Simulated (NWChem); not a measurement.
# SiHSBr, singlet; SMILES S[Si]Br

```xyz
4

Si     1.0650    -0.6290     0.0000
Br    -0.1729     1.2638     0.0000
S     -0.5690    -2.0203     0.0000
H      0.2452    -3.1029     0.0000
```
Atoms are numbered in this order, from 1.

Computed with NWChem. Low-valent species are run as closed-shell singlets; no triplet was tried in these runs. Structure relaxed at the PBE0/def2-SVP level. Level MN15/def2-SVP: energy and gradient on several grids; changes count from the extra-fine grid, which is no exact limit either.

```json
[
 {"grid": "xcoarse", "size of the energy change (μHa)": "400", "largest change of a gradient component (μHa/bohr)": "200"},
 {"grid": "coarse", "size of the energy change (μHa)": "< 10", "largest change of a gradient component (μHa/bohr)": "500"},
 {"grid": "medium", "size of the energy change (μHa)": "< 10", "largest change of a gradient component (μHa/bohr)": "90"},
 {"grid": "fine", "size of the energy change (μHa)": "< 10", "largest change of a gradient component (μHa/bohr)": "< 30"},
 {"grid": "xfine", "size of the energy change (μHa)": "< 10", "largest change of a gradient component (μHa/bohr)": "< 30"}
]
```
